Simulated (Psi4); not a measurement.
Psi4 input (wB97X-D/6-311+G**):

```
memory 1500 MB

molecule {
1 2
O    -0.09193900   -0.02710800   -0.06464300
H    -0.07509200   -0.02177000    0.94300700
H     0.81060100    0.23863200   -0.42585900
symmetry c1
no_reorient
no_com
}

set {
  basis 6-311+G**
  reference uks
  scf_type pk
  dft_radial_points 99
  dft_spherical_points 590
  e_convergence 1e-8
  d_convergence 1e-7
  maxiter 150
}

e = energy('wb97x-d')
print_out(f'\nFINAL {e:.10f} DIPOLE {variable("CURRENT DIPOLE")[0]:.6f} {variable("CURRENT DIPOLE")[1]:.6f} {variable("CURRENT DIPOLE")[2]:.6f}\n')
```

Output:

```
   => Loading Basis Set <=

    Name: 6-311+G**
    Role: ORBITAL
    Keyword: BASIS
    atoms 1   entry O          line   171 file 6-311pgss.gbs
    atoms 2-3 entry H          line    42 file 6-311pgss.gbs

   => WB97X-D: Empirical Dispersion <=

    Chai and Head-Gordon Dispersion Correction
    Chai, J.-D.; Head-Gordon, M. (2010), J. Chem. Phys., 132: 6615-6620

        s6 =       1.000000

         ---------------------------------------------------------
                                   SCF
               by Justin Turney, Rob Parrish, Andy Simmonett
                          and Daniel G. A. Smith
                              UKS Reference
         ---------------------------------------------------------

  ==> Geometry <==

    Molecular point group: c1
    Full point group: C1

    Geometry (in Angstrom), charge = 1, multiplicity = 2:

       Center              X                  Y                   Z               Mass
    ------------   -----------------  -----------------  -----------------  -----------------
         O           -0.091939000000    -0.027108000000    -0.064643000000    15.994914619570
         H           -0.075092000000    -0.021770000000     0.943007000000     1.007825032230
         H            0.810601000000     0.238632000000    -0.425859000000     1.007825032230

  Running in c1 symmetry.

  Rotational constants: A =     26.14142  B =     12.27175  C =      8.35133 [cm^-1]
  Rotational constants: A = 783700.10327  B = 367897.95482  C = 250366.57813 [MHz]
  Nuclear repulsion =    8.721763209583228

  Charge       = 1
  Multiplicity = 2
  Electrons    = 9
  Nalpha       = 5
  Nbeta        = 4

  ==> Algorithm <==

  SCF Algorithm Type is PK.
  DIIS enabled.
  MOM disabled.
  Fractional occupation disabled.
  Guess Type is SAD.
  Energy threshold   = 1.00e-08
  Density threshold  = 1.00e-07
  Integral threshold = 1.00e-12

  ==> Primary Basis <==

  Basis Set: 6-311+G**
    Blend: 6-311+G**
    Number of shells: 18
    Number of basis functions: 34
    Number of Cartesian functions: 35
    Spherical Harmonics?: true
    Max angular momentum: 2

  ==> DFT Potential <==

   => LibXC <=

    Version 7.1.2
    S. Lehtola, C. Steigemann, M. J. T. Oliveira, and M. A. L. Marques,  SoftwareX 7, 1–5 (2018) (10.1016/j.softx.2017.11.002)

   => Composite Functional: WB97X-D <=

    wB97X-D Hyb-GGA Exchange-Correlation Functional

    J.-D. Chai and M. Head-Gordon,  Phys. Chem. Chem. Phys. 10, 6615–6620 (2008) (10.1039/B810189B)

    Deriv               =              1
    GGA                 =           TRUE
    Meta                =          FALSE

    Exchange Hybrid     =           TRUE
    MP2 Hybrid          =          FALSE

   => Exchange-Correlation Functionals <=

    1.0000   wB97X-D range-separated functional

   => Exact (HF) Exchange <=

    0.7780            HF,LR [omega = 0.2000]
    0.2220               HF

   => LibXC Density Thresholds  <==

    XC_HYB_GGA_XC_WB97X_D:  1.00E-14

   => Molecular Quadrature <=

    Radial Scheme          =       TREUTLER
    Pruning Scheme         =           NONE
    Nuclear Scheme         =       TREUTLER

    Blocking Scheme        =         OCTREE
    BS radius alpha        =              1
    Pruning alpha          =              1
    Radial Points          =             99
    Spherical Points       =            590
    Total Points           =         170848
    Total Blocks           =           1312
    Max Points             =            256
    Max Functions          =             34
    Weights Tolerance      =       1.00E-15

  ==> Integral Setup <==

  Using in-core PK algorithm.
   Calculation information:
      Number of atoms:                   3
      Number of AO shells:              18
      Number of primitives:             31
      Number of atomic orbitals:        35
      Number of basis functions:        34

      Integral cutoff                 1.00e-12
      Number of threads:                 1

  Performing in-core PK
  Using 531930 doubles for integral storage.
  We computed 14706 shell quartets total.
  Whereas there are 14706 unique shell quartets.

  Computing range-separated integrals for PK
  We computed 14706 wK shell quartets total.
  Whereas there are 14706 wK unique shell quartets.

  ==> DiskJK: Disk-Based J/K Matrices <==

    J tasked:                  Yes
    K tasked:                  Yes
    wK tasked:                 Yes
    Omega:               2.000E-01
    Schwarz Cutoff:          1E-12


  Cached 100.0% of DFT collocation blocks in 0.161 [GiB].

  Minimum eigenvalue in the overlap matrix is 4.7129139228E-03.
  Reciprocal condition number of the overlap matrix is 9.2496384782E-04.
    Using symmetric orthogonalization.

  ==> Pre-Iterations <==

  SCF Guess: Superposition of Atomic Densities via on-the-fly atomic UHF (no occupation information).

   -------------------------
    Irrep   Nso     Nmo
   -------------------------
     A         34      34
   -------------------------
    Total      34      34
   -------------------------

  ==> Iterations <==

                        Total Energy        Delta E     RMS |[F,P]|

   @UKS iter SAD:   -75.93863119338924   -7.59386e+01   0.00000e+00
   @UKS iter   1:   -75.94633055813068   -7.69936e-03   5.75532e-03 DIIS/ADIIS
   @UKS iter   2:   -75.96698093334795   -2.06504e-02   1.76436e-03 DIIS/ADIIS
   @UKS iter   3:   -75.96814444157513   -1.16351e-03   8.38543e-04 DIIS/ADIIS
   @UKS iter   4:   -75.96843119882371   -2.86757e-04   2.00587e-04 DIIS/ADIIS
   @UKS iter   5:   -75.96845420267287   -2.30038e-05   4.28803e-05 DIIS
   @UKS iter   6:   -75.96845717199866   -2.96933e-06   8.43455e-06 DIIS
   @UKS iter   7:   -75.96845730057034   -1.28572e-07   1.26976e-06 DIIS
   @UKS iter   8:   -75.96845730359841   -3.02808e-09   1.59709e-07 DIIS
   @UKS iter   9:   -75.96845730363583   -3.74172e-11   2.49028e-08 DIIS
  Energy and wave function converged.

  ==> Post-Iterations <==

   Electrons on quadrature grid:
      Nalpha   =    4.9999999972 ; deviation = -2.757e-09
      Nbeta    =    3.9999999959 ; deviation = -4.140e-09
      Ntotal   =    8.9999999931 ; deviation = -6.898e-09

   @Spin Contamination Metric:   2.858364385E-03
   @S^2 Expected:                7.500000000E-01
   @S^2 Observed:                7.528583644E-01
   @S   Expected:                5.000000000E-01
   @S   Observed:                5.000000000E-01

    Orbital Energies [Eh]
    ---------------------

    Alpha Occupied:

       1A    -19.800073     2A     -1.608752     3A     -1.080654
       4A     -0.954990     5A     -0.939896

    Alpha Virtual:

       6A     -0.209003     7A     -0.132484     8A     -0.031233
       9A     -0.012576    10A      0.014723    11A      0.020702
      12A      0.210285    13A      0.221732    14A      0.665177
      15A      0.666426    16A      0.668982    17A      0.915198
      18A      0.934899    19A      1.067927    20A      1.168570
      21A      1.305214    22A      1.619213    23A      1.687437
      24A      2.097182    25A      2.246303    26A      2.596781
      27A      2.676878    28A      2.843955    29A      3.278785
      30A      3.433798    31A      4.487840    32A      4.838683
      33A      5.130033    34A     49.403946

    Beta Occupied:

       1A    -19.776050     2A     -1.530387     3A     -1.056196
       4A     -0.906632

    Beta Virtual:

       5A     -0.512095     6A     -0.197841     7A     -0.125359
       8A     -0.011206     9A     -0.003639    10A      0.014194
      11A      0.031052    12A      0.217030    13A      0.222857
      14A      0.676056    15A      0.676911    16A      0.744877
      17A      0.929019    18A      0.955824    19A      1.085814
      20A      1.182423    21A      1.302522    22A      1.623161
      23A      1.720375    24A      2.105737    25A      2.244387
      26A      2.682827    27A      2.762900    28A      2.877203
      29A      3.351495    30A      3.451971    31A      4.611857
      32A      4.866696    33A      5.157486    34A     49.433424

    Final Occupation by Irrep:
              A
    DOCC [     4 ]
    SOCC [     1 ]
    NA   [     5 ]
    NB   [     4 ]

  @UKS Final Energy:   -75.96845730363583

   => Energetics <=

    Nuclear Repulsion Energy =              8.7217632095832283
    One-Electron Energy =                -117.4568186873107578
    Two-Electron Energy =                  39.0216597510915335
    DFT Exchange-Correlation Energy =      -6.2550173295016425
    Empirical Dispersion Energy =          -0.0000442474981922
    VV10 Nonlocal Energy =                  0.0000000000000000
    Total Energy =                        -75.9684573036358302

  UHF NO Occupations:
  HONO-2 :    3  A 1.9995871
  HONO-1 :    4  A 1.9992148
  HONO-0 :    5  A 1.0000000
  LUNO+0 :    6  A 0.0007852
  LUNO+1 :    7  A 0.0004129
  LUNO+2 :    8  A 0.0002313
  LUNO+3 :    9  A 0.0000002

Computation Completed

Properties will be evaluated at   0.000000,   0.000000,   0.000000 [a0]

Properties computed using the SCF density matrix

 Multipole Moments:

 ------------------------------------------------------------------------------------
     Multipole            Electronic (a.u.)      Nuclear  (a.u.)        Total (a.u.)
 ------------------------------------------------------------------------------------

 L = 1.  Multiply by 2.5417464519 to convert [e a0] to [Debye]
 Dipole X            :          0.7148730           -0.0000057            0.7148673
 Dipole Y            :          0.2107797           -0.0000038            0.2107759
 Dipole Z            :          0.5026267            0.0000076            0.5026342
 Magnitude           :                                                    0.8989454

 ------------------------------------------------------------------------------------

FINAL -75.9684573036 DIPOLE 0.714867 0.210776 0.502634

*** Psi4 exiting successfully. Buy a developer a beer!
```

The dipole moment of an ion depends on the origin.

The geometry given is a B3LYP-D3(BJ)/def2-TZVP minimum.
